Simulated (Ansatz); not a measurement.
Calculated with Ansatz (gas phase, PBE0-D4/def2-TZVP geometries, no zero-point term in ΔE). CCSD(T)/CBS is the MP2 limit (def2-TZVPP, def2-QZVPP) plus CCSD(T) − MP2 in def2-TZVPP, frozen cores. Functionals use def2-TZVPP. B3LYP here is the variant with VWN-RPA as its local correlation; programs differ in this. For Ge outer-core shells are correlated without core-valence functions, which leaves a few kJ/mol of doubt a bond. Scalar relativity is left out up to krypton. Each species was taken in one conformer, which may not be the lowest.

Reaction (ligand exchange at the Si–C bond): `O[SiH](O)C[SiH2]Cl` + `[NH2][GeH2][OH]` → `[OH][GeH2][NH][SiH](O)O` + `C[SiH2]Cl`

| level | ΔE (kcal/mol) |
| --- | --- |
| PBE-D4 | -17.4 |
| PBE0-D4 | -17.9 |
| B3LYP-D4 | -19.1 |
| ωB97X-V | -18.9 |
| PBE | -17.8 |
| SCS-MP2/def2-TZVPP | -19.9 |
| CCSD(T)/def2-TZVPP | -19.7 |
| SCS-MP2/def2-QZVPP | -19.6 |

(1) What does CCSD(T)/CBS give? (An estimate is asked.)

Largest T1 diagnostic among the species: 0.012.

Answers

(1) Ansatz gave: -19.1 kcal/mol. The listed levels differ from it by 1.7, 1.2, 0.0, 0.2, 1.3, -0.8, -0.6, -0.5 kcal/mol.

In def2-TZVPP, CCSD(T) changes the Hartree–Fock value by +1.2 kcal/mol (the triples alone add +0.1 kcal/mol) and MP2 by +1.2 kcal/mol.
